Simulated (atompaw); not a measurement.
## u(r) = r·R(r): atom against pseudo-atom (potassium (K))

Columns: radius, all-electron u(r) and pseudo u(r) of the 3s shell (level -41.45 eV) of potassium in the configuration [Ne] 3s2 3p6 3d0 4s0 4p0; PBE, scalar-relativistic, PAW (atompaw) scheme, atompaw 4.2.0.5.

```tsv
r (bohr)	all-electron	pseudo
0.115	-0.0461	0.2038
0.231	-0.4795	0.4006
0.346	-0.3972	0.5788
0.462	-0.0616	0.7346
0.577	0.3043	0.8599
0.692	0.6049	0.9526
0.808	0.8150	1.0118
0.923	0.9345	1.0369
1.038	0.9815	1.0312
1.154	0.9747	0.9985
1.269	0.9319	0.9446
1.385	0.8664	0.8745
1.500	0.7899	0.7956
1.615	0.7092	0.7127
1.731	0.6285	0.6302
1.846	0.5522	0.5526
1.962	0.4809	0.4809
2.077	0.4167	0.4167
2.192	0.3591	0.3591
2.308	0.3078	0.3078
2.423	0.2633	0.2633
2.538	0.2245	0.2245
2.654	0.1906	0.1906
2.769	0.1617	0.1617
2.885	0.1368	0.1368
3.000	0.1156	0.1156
```

How many radial nodes do the two functions have?

The all-electron 3s function has n − l − 1 = 2 (the table is too coarse to show those close to the nucleus); the pseudo-wave has 0, since the states of the same l below it are removed with the core.

At about which radius was the pseudo-wave matched?

2.00 bohr. The columns agree to 0.0005 from 1.85 bohr on; several derivatives are matched, so the curves merge somewhat inside the radius.

Where does each function peak?

Outermost all-electron maximum near 1.04 bohr, pseudo maximum near 0.92 bohr (to the table’s step).

Is the pseudo-wave norm-conserving?

No, it belongs to a PAW set: the norm inside the radius is not constrained, and the difference is carried by the augmentation charge.
